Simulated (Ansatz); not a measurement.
The same hydrogenolysis along the group B, Al, In.

Gas-phase electronic energies from Ansatz, PBE0-D4/def2-TZVP geometries. CCSD(T)/CBS adds triple-zeta CCSD(T) − MP2 to the extrapolated MP2 energy (def2 sets, frozen cores). This one scheme is used for every species. DFT in def2-TZVPP. def2 core potentials past Kr. For In, Se outer-core shells are correlated without core-valence functions, which leaves a few kJ/mol of doubt a bond. Scalar relativity is left out up to krypton. Each species was taken in one conformer, which may not be the lowest.

| reaction | r2SCAN-D4 (kJ/mol) | revPBE-D4 (kJ/mol) | MP2/CBS(def2) (kJ/mol) | CCSD(T)/def2-SVP (kJ/mol) |
| --- | --- | --- | --- | --- |
| `FB(Cl)[SeH]` + H₂ → `FB[SeH]` + HCl | 69 | 71 | 69 | 65 |
| `[F][Al]([Cl])[SeH]` + H₂ → `[F][AlH][SeH]` + HCl | 145 | 138 | 149 | 132 |
| `[F][In]([Cl])[SeH]` + H₂ → `[F][InH][SeH]` + HCl | 87 | 85 | 96 | 83 |

(1) Give the CCSD(T)/CBS values in the same order. (An estimate is asked.)

Largest T1 diagnostic: 0.014, for `[F][InH][SeH]`.

## Answers

(1) The calculation gave: 60, 140, 87 kJ/mol.
